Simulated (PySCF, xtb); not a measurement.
Si(F)(Br)(OH)(NH2) (BrFH₃NOSi), SMILES N[Si](O)(F)Br.

GFN2-xTB (xtb) at its own geometry gives an orbital gap of 7.23 eV and a dipole moment of 6.24 D.

Coordinates come from a PBE0-D3(BJ)/def2-SVP optimisation. This is a generated structure with no PubChem entry under its InChIKey; it may be hypothetical. Other conformers were not sampled.

Problem. What does PBE/def2-TZVP in PySCF give? (Estimate from the structure and the level; the computed values follow.)

Solution. gap 5.99 eV (levels -6.68 and -0.69 eV), dipole 3.07 D.
